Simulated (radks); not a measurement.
Spherical jellium clusters: N electrons in a uniform positive sphere of charge N and radius rs N^(1/3), rs = 4.07 bohr. Method: non-relativistic Kohn-Sham, LDA (Slater exchange, Perdew-Wang correlation), spin-polarised, spherical densities; computed with a radial shooting solver with Libxc functionals. Levels are named by radial order and angular momentum (1s, 1p, 1d, 2s, ...), and open shells are averaged over m.

N = 12, configuration 1s2 1p6 1d(up 4, down 0). This is the lowest configuration that the search found. Occupied and some empty levels:

level    occupation  eigenvalue (eV)  <r> (bohr)
1s up             1          -4.9024       6.019
1s down           1          -4.5790       5.770
1p up             3          -3.9300       7.147
1p down           3          -3.5223       7.099
1d up             4          -2.7111       8.077
1d down           0          -2.2889       8.172
2s up             0          -2.1512       7.283
2s down           0          -1.9417       7.492
1f up             0          -1.3459       9.089
1f down           0         -0.96069       9.384
2p up             0         -0.91885       9.917
2p down           0         -0.73138       10.39

Energy (eV): total -21.1774, kinetic 20.778, external -495.24, Hartree 243.66, exchange-correlation -42.684, background 252.31.
